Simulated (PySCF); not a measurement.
C5H6N, SMILES c1cc[nH+]cc1, charge +1. Coordinates come from a PBE-D3(BJ)/def2-SVP optimisation. The isomer is the one that the SMILES or the coordinates give; other isomers of the formula were not compared.

The numbers are results of PBE-D3(BJ)/def2-SVP (PySCF), not measurements.

Harmonic wavenumbers (cm⁻¹): 380, 392, 601, 626, 662, 727, 834, 850, 959, 975, 1000, 1018, 1019, 1050, 1055, 1149, 1180, 1261, 1339, 1394, 1466, 1522, 1611, 1637, 3146, 3162, 3163, 3171, 3173, 3466. Rotational constants (GHz): 5.720, 5.589, 2.827; symmetry number 2.

Work out the zero-point energy and the ideal-gas rigid-rotor harmonic-oscillator thermochemistry at 298.15 K and 1 atm.

ZPE = ½ Σ hcν = ½ × 43989 cm⁻¹ = 62.89 kcal/mol. H − E(el) = 66.29 kcal/mol. Entropy in cal/(mol K): translation 39.06, rotation 24.30, vibration 4.71, total 68.07. G − E(el) = 46.00 kcal/mol. Cp = 19.49 cal/(mol K).
